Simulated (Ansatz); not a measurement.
Ansatz (a first-principles code) input:

Ansatz 0.2 input:
```yaml
crystal:
  periodic: [false, false, false]
  atoms:
    - {symbol: C, position_ang: [2.95821207, -0.82848518, 0.16305820]}
    - {symbol: C, position_ang: [1.89621673, 0.18012418, -0.07580674]}
    - {symbol: C, position_ang: [0.47106743, -0.41438914, -0.04676471]}
    - {symbol: C, position_ang: [-0.60981536, 0.64497394, -0.29379779]}
    - {symbol: C, position_ang: [-1.98906389, 0.06491962, -0.31499527]}
    - {symbol: C, position_ang: [-2.96119200, 0.36944731, 0.53523753]}
    - {symbol: H, position_ang: [3.33398611, -1.44033652, -0.64613452]}
    - {symbol: H, position_ang: [3.27242282, -1.07881671, 1.16731728]}
    - {symbol: H, position_ang: [2.04333979, 0.66034705, -1.04919279]}
    - {symbol: H, position_ang: [1.95087531, 0.97180129, 0.67845260]}
    - {symbol: H, position_ang: [0.29569316, -0.89362524, 0.91968664]}
    - {symbol: H, position_ang: [0.39482370, -1.20201076, -0.80203955]}
    - {symbol: H, position_ang: [-0.54740138, 1.42114567, 0.47419730]}
    - {symbol: H, position_ang: [-0.40566772, 1.13347101, -1.25402949]}
    - {symbol: H, position_ang: [-2.17875155, -0.67621602, -1.08826671]}
    - {symbol: H, position_ang: [-2.81487040, 1.09991105, 1.32341639]}
    - {symbol: H, position_ang: [-3.93699981, -0.09521523, 0.47500530]}
basis:
  gaussian:
    orbitals: aug-cc-pVDZ
magnetization: {spin_polarized: true, initial_magnetization: 1}
correlation: {method: ccsd_t, electrons: outside_noble_gas}
output: {forces: true}
```

Task: Predict the final energy.

Result: -234.52705 Eh (CCSD(T)/aug-cc-pVDZ). The basis has 237 functions.

It need not be the lowest isomer of its formula.
